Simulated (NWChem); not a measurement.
System: CdH2Se2; SMILES [SeH][Cd][SeH]

```xyz
5

Cd     0.0000     0.0000    -0.0131
Se    -0.0134    -2.4619    -0.0207
H      1.0297    -2.5054     1.0175
Se     0.0134     2.4619    -0.0207
H     -1.0297     2.5054     1.0175
```
Atoms are numbered in this order, from 1.

All runs: NWChem. Structure relaxed at the PBE0/def2-SVP level. def2 effective core potentials on Cd; no spin-orbit coupling.

For level PBE/def2-SVP:

```yaml
highest occupied level (eV): -5.78
orbital gap (eV): 3.58
dipole (D): 0.77
```

What are these values for level LC-wPBE (HJS exchange hole, range parameter 0.4 per bohr)/def2-SVP?


| Item | Value |
|---|---|
| highest occupied level (eV) | -9.57 |
| orbital gap (eV) | 10.17 |
| dipole (D) | 0.88 |
